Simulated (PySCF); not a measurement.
CH₃AlF₂, charge -1, multiplicity 2. Atoms are numbered in the order given.

```xyz
7

Al     0.1054    -0.4455     0.0000
C     -1.8100     0.1483     0.0000
H     -1.8457     1.2561     0.0000
H     -2.3651    -0.1973    -0.8898
H     -2.3651    -0.1973     0.8898
F      0.8925     0.2244    -1.4009
F      0.8925     0.2244     1.4009
```
Charge -1, spin multiplicity 2.

The structure is a stationary point at r2SCAN-D4/def2-SVPD. The multiplicity is an assumed one; other spin states were not compared. The isomer is the one that the SMILES or the coordinates give; other isomers of the formula were not compared.

Calculation: C-PCM-B3LYP/def2-SVPD (PySCF).

The values are the electrostatic part of the solvation free energy, E(continuum) − E(gas) at the gas-phase geometry, in a cavity of scaled van der Waals radii (PySCF's table); cavitation and dispersion terms are not included. A continuum can't describe solvent molecules that bind to the metal.

**Question.** Estimate the values in water (ε = 78.36), 2-propanol (ε = 19.26), acetone (ε = 20.49). (The exact figures need the calculation; the answer reports its results.)

**Answer.** 
```csv
solvent,ε,ΔG(elec) (kcal/mol)
water,78.36,-53.4
2-propanol,19.26,-51.2
acetone,20.49,-51.4
```
